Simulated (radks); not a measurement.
Values are calculated unless marked as measured or tabulated.
Task: Neutral argon is in [Ar]. Code: a radial shooting solver on a logarithmic mesh with Libxc functionals. Model: Dirac Kohn-Sham, relativistic LDA (MacDonald-Vosko exchange, VWN5 correlation), spin-unpolarised, spherical densities, finite nucleus; Fermi nuclear charge, rms radius of each element as measured or else 0.836 A^(1/3) + 0.57 fm. Sub-shells are occupied by j as written (lower j first in brackets). One electron is removed from 3s1/2, 3p1/2, 2p3/2, 3p3/2 in turn, with full relaxation. Which removal costs least, and what does each cost?

Result: 3p3/2 16.093 eV; 3p1/2 16.296 eV; 3s1/2 30.597 eV; 2p3/2 248.87 eV. The 3p3/2 electron leaves first.
